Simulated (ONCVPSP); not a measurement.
**Ranking ONCV potentials for F (Z = 9)**

All share these settings but for the change named:

fluorine (F), optimised norm-conserving Vanderbilt (ONCV), made with ONCVPSP 4.0.1 (LDA (Perdew-Zunger), scalar-relativistic). Core [He], reference 2s2 2p5. Waves: 2s: rc 0.80 bohr, ncon 5, nbas 8, qcut 7.2 1/bohr, 2 projectors, debl 2.5 Ha; 2p: rc 1.35 bohr, ncon 4, nbas 8, qcut 11.5 1/bohr, 2 projectors, debl 0.9 Ha; d scattering state at 0.08 Ha: rc 1.40 bohr, ncon 4, nbas 8, qcut 8.1 1/bohr, 1 projector. Local part: polynomial inside 0.50 bohr (lpopt 5, dvloc0 2 Ha). Core correction: none.

Test errors are all-electron minus pseudo excitation energies from the reference, over 2s2 2p4; 2s2 2p3; 2s2 2p2; 2s1 2p5. None of these files shows a bound ghost.

The base gives 664.0 meV.

Of 8 variants that were run, those that failed, showed a ghost or another fault, or gave nearly equal values are left out.

A variant can come out equal or close to the base, since the largest error may sit in a test that the change hardly touches while other tests move.

(1) Rank these variants by their largest absolute test error, smallest first.
A. s: qcut 9; p: qcut 14.4; d: qcut 10.1
B. s: qcut 10.9
C. all radii scaled by about 0.79 (s 0.64, p 1.06, d 1.10 bohr); local potential polynomial inside 0.40 bohr (lpopt 5, dvloc0 2 Ha)

## Answers

(1) C (321.1 meV), A (484.4 meV), B (653.1 meV).
